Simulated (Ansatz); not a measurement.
`OB(Cl)[NH][GeH3]` + HCl → `OB(Cl)Cl` + `[NH2][GeH3]` at 298.15 K and 1 bar (ligand exchange at a B–N bond).

Calculated with Ansatz (gas phase, PBE0-D4/def2-TZVP geometries, no zero-point term in ΔE). CCSD(T)/CBS adds triple-zeta CCSD(T) − MP2 to the extrapolated MP2 energy (def2 sets, frozen cores). This one scheme is used for every species. For Ge outer-core shells are correlated without core-valence functions, which leaves a few kJ/mol of doubt a bond. Scalar relativity is left out up to krypton. One conformer a species, not always the lowest.

```tsv
species	CCSD(T)/CBS energy (Eh)	H − E (kJ/mol)	S (J/(mol·K))
`OB(Cl)[NH][GeH3]`	-2693.71572	181.3	358.5
HCl	-460.38127	26.6	186.8
`OB(Cl)Cl`	-1020.26564	70.8	295.7
`[NH2][GeH3]`	-2133.81884	141.9	275.3
```

H − E and S are ideal-gas, rigid-rotor, harmonic terms from PBE0-D4/def2-TZVP, for one conformer and one mirror image of each species. 1 Eh = 2625.50 kJ/mol, R = 8.31446 J/(mol·K).

Question: By hand: ΔE, ΔH, ΔS and ΔG.

Answer: ΔE = (-1020.26564) + (-2133.81884) − (-2693.71572) − (-460.38127) = 0.01251 Eh = 32.8 kJ/mol. Δ(H − E) = 70.8 + 141.9 − 181.3 − 26.6 = 4.8, so ΔH = 37.6 kJ/mol. ΔS = 295.7 + 275.3 − 358.5 − 186.8 = 25.7 J/(mol·K). ΔG = 37.6 − 298.15 × (25.7)/1000 = 29.9 kJ/mol.

Question: By hand: the equilibrium constant, and the temperature at which ΔG would vanish if ΔH and ΔS stayed fixed.

Answer: log₁₀ K = −ΔG/(RT ln 10) = -5.2. ΔG = 0 at ΔH/ΔS = 1463 K.

ΔH outweighs TΔS. A doubt of 5 kJ/mol in ΔE shifts log₁₀ K by 0.9 here. Other conformers and mirror images would add mixing entropy, several J/(mol·K) or more a flexible species. These are equilibria of isolated gas molecules and say nothing of rates. Largest T1 diagnostic: 0.012 (customary marks: 0.02 for closed shells, 0.045 for open ones).
